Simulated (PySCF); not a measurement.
Orbital picture of HfF⁺

B3LYP at R = 1.820 Å; Hf def2-TZVPPD with ECP60, F def2-TZVPPD; scalar-relativistic core potentials (PySCF 2.14). State: ³Δ (triplet), unpaired electrons σ ↑, δ ↑. Only the outer orbitals are listed, counted within each symmetry, core potentials removing the inner ones.

```
spin  orbital  occ.  ε (eV)  on Hf (%)   main shells (%)
   α       4σ     1  -36.97         18   82 F s, 12 Hf p
   α       5σ     1  -18.58         15   81 F p, 11 Hf d
   α       2π     1  -18.06         10            90 F p
   α       2π     1  -18.06         10            90 F p
   α       6σ     1  -12.04        103  87 Hf s, 15 Hf d
   α       1δ     1  -11.57        100          100 Hf d
   α       1δ     0   -8.78        100          100 Hf d
   α       3π     0   -8.31         95  84 Hf d, 10 Hf p
   α       3π     0   -8.31         95  84 Hf d, 10 Hf p
   β       1π     1  -42.61        100          100 Hf p
   β       1π     1  -42.61        100          100 Hf p
   β       4σ     1  -36.95         19   81 F s, 14 Hf p
   β       5σ     1  -18.57         14   82 F p, 10 Hf d
   β       2π     1  -18.09          9            91 F p
   β       2π     1  -18.09          9            91 F p
   β       6σ     0   -9.42        102           92 Hf s
   β       1δ     0   -8.09        100          100 Hf d
   β       3π     0   -7.70         95           88 Hf d
```

Problem. Which are the highest filled and the lowest empty level, where do they sit, and how wide is the gap?

Solution. Highest filled α 1δ at -11.57 eV (in %: 100 Hf d); lowest empty β 6σ at -9.42 eV (in %: 92 Hf s); the gap at B3LYP is 2.15 eV.

```json
{"bond order (Mayer)": "1.30", "⟨S²⟩": "2.001", "charge on Hf (Mulliken, basis-dependent)": "1.21", "charge on Hf (Löwdin, basis-dependent)": "1.23", "dipole moment (positive dipole points towards F; it is taken about the centre of mass and depends on that origin)": "-3.73 D", "polarisability along the bond": "38.6 bohr³", "polarisability across the bond": "49.7 bohr³"}
```

Shares are Mulliken populations and can fall outside 0 to 100 %.

Spin–orbit coupling is left out. With d or f electrons several states lie close, and the lowest PBE0 determinant need not be the measured ground state.
